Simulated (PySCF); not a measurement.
**Correlation energy of N⁺ (nitrogen, charge +1)**

[He] 2s2 2p2, high-spin 3P determinant. All numbers are calculated (PySCF 2.14, the non-relativistic Hamiltonian (point nucleus), in aug-cc-pVDZ (4s3p2d, 23 functions)). Frozen: 1s2; 4 electrons correlated.

MP2 pair energies summed by pair of shells (mhartree):

```
 pair  energy  share (%)
2s-2p  -32.26       58.8
2s-2s  -17.32       31.6
2p-2p   -5.27        9.6
```

Total MP2 correlation energy: -54.84 mhartree.

Same-spin part -8.78 and opposite-spin part -46.06 mhartree; SCS-MP2 scales them by 1/3 and 6/5 to -58.20 mhartree.

```
  level  correlation energy (mhartree)
   CCSD                         -77.24
    (T)                          -0.87
CCSD(T)                         -78.11
```

Diagnostics: T1 = 0.0063, D1 = 0.0123, largest double amplitude 0.121.

Cost of the coupled-cluster step: 0.29 s of wall time on 1 thread of Neoverse-N1 (shared host), for 4 correlated electrons.
